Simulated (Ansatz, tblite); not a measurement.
Cost and result up the ladder for Li₅ (5 atoms). Total charge 0; doublet. Geometry: PBE/def2-TZVP.

```xyz
5

Li    1.733   -0.618   -1.798
Li   -1.759    0.612    1.772
Li   -0.596   -1.606   -0.037
Li   -0.473    1.368   -0.941
Li    1.096    0.244    1.004
```

Ansatz on 4 threads of Intel Xeon Platinum 8488C on a shared host; xTB runs through tblite on one thread. Times are rough, summed over both states, and most runs start from the orbitals of an earlier one. ωB97X-V/def2-TZVP serves as the yardstick here, not as an exact answer. Differences are given only for rows in sets of like size (and for xTB, whose basis is part of the method), since another set adds its own error. The other state is a quartet at its own geometry, which has other bonds, so the gap mixes isomer and spin.

The xTB rows come from tblite. B3LYP takes the VWN-RPA correlation. HSE06 is defined as in plane-wave codes, on full-range PBE exchange. Correlated methods freeze no core orbitals; core or outer-core shells of Li are correlated, in sets that lack core-valence functions. The structure comes from a short search, and lower isomers may exist.

Run but left out: HF/6-31G, HF/def2-TZVP, HF/def2-TZVPP, r2SCAN/def2-TZVP, LC-ωPBE/def2-TZVP, B2PLYP/def2-TZVP, MP2/def2-TZVP, MP2/def2-TZVPP, CCSD/def2-TZVPP, CCSD(T)/def2-TZVPP (doublet: ⟨S²⟩ 0.96 to 1.74, where a pure state has 0.75).

Correlated methods converge slowly with the basis.

xTB has no spin-polarisation term.

```json
{"level": "GFN1-xTB", "functions": "20", "wall time": "0.004 s", "quartet − doublet (eV)": "0.27", "difference from ωB97X-V/def2-TZVP (eV)": "-0.19", "remarks": "–"}
{"level": "GFN2-xTB", "functions": "20", "wall time": "0.005 s", "quartet − doublet (eV)": "0.31", "difference from ωB97X-V/def2-TZVP (eV)": "-0.14", "remarks": "–"}
{"level": "PBE/def2-TZVP", "functions": "70", "wall time": "1.4 s", "quartet − doublet (eV)": "0.12", "difference from ωB97X-V/def2-TZVP (eV)": "-0.33", "remarks": "spin-contaminated (⟨S²⟩ 0.92) (doublet)"}
{"level": "B3LYP/6-31G", "functions": "45", "wall time": "1.6 s", "quartet − doublet (eV)": "0.31", "difference from ωB97X-V/def2-TZVP (eV)": "–", "remarks": "–"}
{"level": "RPA@PBE/def2-TZVP", "functions": "70", "wall time": "2 s", "quartet − doublet (eV)": "0.18", "difference from ωB97X-V/def2-TZVP (eV)": "-0.27", "remarks": "spin-contaminated (⟨S²⟩ 0.92) (doublet)"}
{"level": "HSE06/def2-TZVP", "functions": "70", "wall time": "2.2 s", "quartet − doublet (eV)": "0.13", "difference from ωB97X-V/def2-TZVP (eV)": "-0.32", "remarks": "spin-contaminated (⟨S²⟩ 0.99) (doublet)"}
{"level": "B3LYP/def2-TZVP", "functions": "70", "wall time": "2.6 s", "quartet − doublet (eV)": "0.31", "difference from ωB97X-V/def2-TZVP (eV)": "-0.14", "remarks": "–"}
{"level": "PBE0/def2-TZVP", "functions": "70", "wall time": "3.9 s", "quartet − doublet (eV)": "0.14", "difference from ωB97X-V/def2-TZVP (eV)": "-0.31", "remarks": "spin-contaminated (⟨S²⟩ 0.99) (doublet)"}
{"level": "ωB97X-V/def2-TZVP (with forces)", "functions": "70", "wall time": "9.5 s", "quartet − doublet (eV)": "0.45", "difference from ωB97X-V/def2-TZVP (eV)": "0.00", "remarks": "–"}
```
